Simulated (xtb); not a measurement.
C3H10BO3 (SMILES COB(OC)[OH+]C), charge +1, singlet, geometry from GFN2-xTB; GFN2-xTB run with xtb.

xtb was given this input:
```
$ xtb mol.xyz --gfn 2 --chrg 1 --etemp 3000 --json

# file mol.xyz
17

C      0.15683431     2.53425652    -0.34785853
O     -0.53708415     1.31730493    -0.09618469
B     -0.12483788     0.08001048     0.00055359
O     -0.80250431    -1.02543469     0.18071736
C     -2.22288310    -1.16389613     0.26844763
O      1.38032908    -0.19975549    -0.13585076
C      1.90550999    -1.52900677     0.09327589
H      0.84460794     2.42826681    -1.18766603
H      0.69494662     2.85168721     0.54740565
H     -0.59875153     3.27995768    -0.59103949
H     -2.71528689    -0.19472882     0.22236326
H     -2.44643146    -1.65871481     1.21278740
H     -2.54765464    -1.79182191    -0.56050416
H      1.94869990     0.47036884     0.27633700
H      2.91138608    -1.57342308    -0.32151260
H      1.91459255    -1.77025310     1.15555638
H      1.25538843    -2.22643081    -0.42914037
```

The log (banner, timings and long lists left out):

```
   ID    Z sym.   atoms
    1    6 C      1, 5, 7
    2    8 O      2, 4, 6
    3    5 B      3
    4    1 H      8-17

           -------------------------------------------------
          |                Calculation Setup                |
           -------------------------------------------------

           -------------------------------------------------
          |                 G F N 2 - x T B                 |
           -------------------------------------------------

          ...................................................
          :                      SETUP                      :
          :.................................................:
          :  # basis functions                  38          :
          :  # atomic orbitals                  38          :
          :  # shells                           24          :
          :  # electrons                        42          :
          :  max. iterations                   250          :
          :  Hamiltonian                  GFN2-xTB          :
          :  restarted?                      false          :
          :  GBSA solvation                  false          :
          :  PC potential                    false          :
          :  electronic temp.         3000.0000000     K    :
          :  accuracy                    1.0000000          :
          :  -> integral cutoff          0.2500000E+02      :
          :  -> integral neglect         0.1000000E-07      :
          :  -> SCF convergence          0.1000000E-05 Eh   :
          :  -> wf. convergence          0.1000000E-03 e    :
          :  Broyden damping             0.4000000          :
          :  net charge                          1          :
          :  unpaired electrons                  0          :
          ...................................................

 iter      E             dE          RMSdq      gap      omega  full diag
   1    -24.6701230 -0.246701E+02  0.631E+00    9.36       0.0  T
   2    -24.8219190 -0.151796E+00  0.393E+00    6.45       1.0  T
   3    -24.8248782 -0.295913E-02  0.155E+00    7.49       1.0  T
   4    -24.8321018 -0.722364E-02  0.438E-01    6.79       1.0  T
   5    -24.8346351 -0.253330E-02  0.220E-01    7.10       1.0  T
   6    -24.8348986 -0.263543E-03  0.455E-02    7.00       1.0  T
   7    -24.8348970  0.165270E-05  0.184E-02    7.01       1.3  T
   8    -24.8349025 -0.551070E-05  0.581E-03    7.00       4.2  T
   9    -24.8349025 -0.337835E-07  0.119E-03    7.01      20.4  T
  10    -24.8349025 -0.101940E-07  0.326E-04    7.01      74.4  T
  11    -24.8349025 -0.867111E-10  0.179E-04    7.00     135.4  T

   *** convergence criteria satisfied after 11 iterations ***

         :::::::::::::::::::::::::::::::::::::::::::::::::::::
         ::                     SUMMARY                     ::
         :::::::::::::::::::::::::::::::::::::::::::::::::::::
         :: total energy             -24.604952764611 Eh    ::
         :: gradient norm              0.000097835178 Eh/a0 ::
         :: HOMO-LUMO gap              7.004804178548 eV    ::
         ::.................................................::
         :: SCC energy               -24.834866106065 Eh    ::
         :: -> isotropic ES            0.149157815326 Eh    ::
         :: -> anisotropic ES         -0.002025179296 Eh    ::
         :: -> anisotropic XC          0.007457191728 Eh    ::
         :: -> dispersion             -0.007523842399 Eh    ::
         :: repulsion energy           0.229913341454 Eh    ::
         :: add. restraining           0.000000000000 Eh    ::
         :: total charge               1.000000000000 e     ::
         :::::::::::::::::::::::::::::::::::::::::::::::::::::

           -------------------------------------------------
          |                Property Printout                |
           -------------------------------------------------

    * Orbital Energies and Occupations

         #    Occupation            Energy/Eh            Energy/eV
      -------------------------------------------------------------
         1        2.0000           -0.9450092             -25.7150
       ...           ...                  ...                  ...
         9        2.0000           -0.7522044             -20.4685
        10        2.0000           -0.7349382             -19.9987
        11        2.0000           -0.7261624             -19.7599
        12        2.0000           -0.7154792             -19.4692
        13        2.0000           -0.6957785             -18.9331
        14        2.0000           -0.6937267             -18.8773
        15        2.0000           -0.6842217             -18.6186
        16        2.0000           -0.6631601             -18.0455
        17        2.0000           -0.6507817             -17.7087
        18        2.0000           -0.6225211             -16.9397
        19        2.0000           -0.6127463             -16.6737
        20        2.0000           -0.6034486             -16.4207
        21        2.0000           -0.5893418             -16.0368 (HOMO)
        22        0.0000           -0.3319200              -9.0320 (LUMO)
        23                         -0.2648745              -7.2076
        24                         -0.1633278              -4.4444
        25                         -0.1513475              -4.1184
        26                         -0.0767485              -2.0884
        27                         -0.0303176              -0.8250
        28                         -0.0069678              -0.1896
        29                         -0.0001718              -0.0047
        30                          0.0082107               0.2234
        31                          0.0366971               0.9986
        32                          0.0458008               1.2463
       ...                                ...                  ...
        38                          0.5300125              14.4224
      -------------------------------------------------------------
                  HL-Gap            0.2574218 Eh            7.0048 eV
             Fermi-level           -0.4592300 Eh          -12.4963 eV

     #   Z          covCN         q      C6AA      α(0)
     1   6 C        3.629     0.003    20.949     6.592
     2   8 O        1.637    -0.285    18.764     5.847
     3   5 B        2.361     0.523    19.774     8.414
     4   8 O        1.636    -0.279    18.647     5.829
     5   6 C        3.633     0.003    20.932     6.585
     6   8 O        2.415    -0.225    17.697     5.682
     7   6 C        3.621    -0.023    21.446     6.677
     8   1 H        0.924     0.074     2.046     2.237
     9   1 H        0.924     0.077     2.005     2.214
    10   1 H        0.925     0.115     1.655     2.012
    11   1 H        0.925     0.081     1.965     2.192
    12   1 H        0.925     0.102     1.763     2.077
    13   1 H        0.925     0.102     1.771     2.081
    14   1 H        0.804     0.372     0.539     1.153
    15   1 H        0.925     0.119     1.621     1.991
    16   1 H        0.925     0.107     1.721     2.051
    17   1 H        0.925     0.133     1.510     1.921

 Mol. C6AA /au·bohr⁶  :       1902.752097
 Mol. C8AA /au·bohr⁸  :      41293.153972
 Mol. α(0) /au        :         65.554000

Wiberg/Mayer (AO) data.
largest (>0.10) Wiberg bond orders for each atom

 ---------------------------------------------------------------------------
     #   Z sym  total        # sym  WBO       # sym  WBO       # sym  WBO
 ---------------------------------------------------------------------------
     1   6 C    3.892 --     8 H    0.979     9 H    0.975    10 H    0.973
                             2 O    0.934
     2   8 O    2.390 --     3 B    1.298     1 C    0.934
     3   5 B    3.389 --     4 O    1.310     2 O    1.298     6 O    0.695
     4   8 O    2.388 --     3 B    1.310     5 C    0.925
     5   6 C    3.882 --    11 H    0.982    12 H    0.973    13 H    0.972
                             4 O    0.925
     6   8 O    2.517 --     7 C    0.893    14 H    0.837     3 B    0.695
     7   6 C    3.834 --    16 H    0.977    15 H    0.973    17 H    0.970
                             6 O    0.893
     8   1 H    0.994 --     1 C    0.979
     9   1 H    0.994 --     1 C    0.975
    10   1 H    0.987 --     1 C    0.973
    11   1 H    0.993 --     5 C    0.982
    12   1 H    0.989 --     5 C    0.973
    13   1 H    0.990 --     5 C    0.972
    14   1 H    0.861 --     6 O    0.837
    15   1 H    0.986 --     7 C    0.973
    16   1 H    0.989 --     7 C    0.977
    17   1 H    0.982 --     7 C    0.970
 ---------------------------------------------------------------------------

Topologies differ in total number of bonds
Writing topology from bond orders to xtbtopo.mol

molecular dipole:
                 x           y           z       tot (Debye)
 q only:        1.350      -0.102       0.206
   full:        1.674       0.100       0.277       4.319
molecular quadrupole (traceless):
                xx          xy          yy          xz          yz          zz
 q only:        8.120       0.879       3.748       0.561      -1.733     -11.868
  q+dip:        7.599       1.518       1.198       1.363      -0.839      -8.797
   full:        8.146       1.683       1.357       1.345      -1.003      -9.503

           -------------------------------------------------
          | TOTAL ENERGY              -24.604952764611 Eh   |
          | GRADIENT NORM               0.000097835178 Eh/α |
          | HOMO-LUMO GAP               7.004804178548 eV   |
           -------------------------------------------------

normal termination of xtb
```
